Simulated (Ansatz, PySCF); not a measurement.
C2H9NSi3, SMILES N#C[C@H]([SiH3])[SiH2][SiH3]. Atoms are numbered in the order given.

```xyz
15

N     -0.1391     2.0534    -1.6017
C     -0.4098     1.0224    -1.1482
C     -0.7335    -0.2526    -0.5273
Si    -2.5457    -0.2999     0.0489
Si     0.4606    -0.5983     0.9266
Si     2.6581    -0.2044     0.2433
H     -0.5888    -1.0562    -1.2704
H     -3.4598    -0.1378    -1.1148
H     -2.7664     0.7934     1.0334
H     -2.7766    -1.6217     0.6975
H      0.2505    -2.0191     1.3322
H      0.0770     0.2833     2.0676
H      2.9010    -0.9462    -1.0293
H      3.6069    -0.6965     1.2847
H      2.8683     1.2529     0.0214
```

Geometry: ωB97X-D3(BJ)/def2-SVP. The structure was generated by enumeration; whether it is a known compound was not checked. One conformer was computed; it need not be the lowest.

Two levels are set side by side: PBE-D3(BJ)/def2-SVP (Ansatz, a quantum-chemistry and plane-wave program) and ωB97X-D3(BJ)/def2-SVP (PySCF). Each level has its own optimised geometry; the coordinates shown are those of the second. Frequencies come from the Hessian of PySCF at each geometry. Differences are taken from unrounded values.

```json
[
 {"quantity": "mean bond length (Å)", "ωB97X-D3(BJ)": "1.557"},
 {"quantity": "bond N1–C2 (Å)", "ωB97X-D3(BJ)": "1.158"},
 {"quantity": "bond C2–C3 (Å)", "ωB97X-D3(BJ)": "1.455"},
 {"quantity": "bond C3–Si4 (Å)", "ωB97X-D3(BJ)": "1.902"},
 {"quantity": "bond C3–Si5 (Å)", "ωB97X-D3(BJ)": "1.913"},
 {"quantity": "bond Si5–Si6 (Å)", "ωB97X-D3(BJ)": "2.335"},
 {"quantity": "bond C3–H7 (Å)", "ωB97X-D3(BJ)": "1.104"},
 {"quantity": "bond Si4–H8 (Å)", "ωB97X-D3(BJ)": "1.489"},
 {"quantity": "bond Si4–H9 (Å)", "ωB97X-D3(BJ)": "1.488"},
 {"quantity": "bond Si4–H10 (Å)", "ωB97X-D3(BJ)": "1.490"},
 {"quantity": "bond Si5–H11 (Å)", "ωB97X-D3(BJ)": "1.492"},
 {"quantity": "bond Si5–H12 (Å)", "ωB97X-D3(BJ)": "1.492"},
 {"quantity": "bond Si6–H13 (Å)", "ωB97X-D3(BJ)": "1.493"},
 {"quantity": "bond Si6–H14 (Å)", "ωB97X-D3(BJ)": "1.492"},
 {"quantity": "bond Si6–H15 (Å)", "ωB97X-D3(BJ)": "1.489"},
 {"quantity": "highest harmonic wavenumber (cm⁻¹)", "ωB97X-D3(BJ)": "3105"},
 {"quantity": "mean harmonic wavenumber (cm⁻¹)", "ωB97X-D3(BJ)": "1064"},
 {"quantity": "zero-point energy (kcal/mol)", "ωB97X-D3(BJ)": "59.34"}
]
```

What does PBE-D3(BJ) give, and how far is it from ωB97X-D3(BJ)? (Estimate from the structure and the level; the computed values follow.)


| quantity | PBE-D3(BJ) | PBE-D3(BJ) minus ωB97X-D3(BJ) |
|---|---|---|
| mean bond length (Å) | 1.569 | 0.013 |
| bond N1–C2 (Å) | 1.175 | 0.016 |
| bond C2–C3 (Å) | 1.449 | -0.006 |
| bond C3–Si4 (Å) | 1.922 | 0.020 |
| bond C3–Si5 (Å) | 1.934 | 0.021 |
| bond Si5–Si6 (Å) | 2.353 | 0.018 |
| bond C3–H7 (Å) | 1.113 | 0.009 |
| bond Si4–H8 (Å) | 1.502 | 0.013 |
| bond Si4–H9 (Å) | 1.500 | 0.012 |
| bond Si4–H10 (Å) | 1.503 | 0.013 |
| bond Si5–H11 (Å) | 1.506 | 0.013 |
| bond Si5–H12 (Å) | 1.505 | 0.013 |
| bond Si6–H13 (Å) | 1.506 | 0.013 |
| bond Si6–H14 (Å) | 1.505 | 0.013 |
| bond Si6–H15 (Å) | 1.502 | 0.013 |
| highest harmonic wavenumber (cm⁻¹) | 2988 | -117 |
| mean harmonic wavenumber (cm⁻¹) | 1013 | -51 |
| zero-point energy (kcal/mol) | 56.47 | -2.87 |

GGA bonds tend to be longer and softer than those of functionals with exact exchange. Differences between two approximate levels are no errors against the true value.
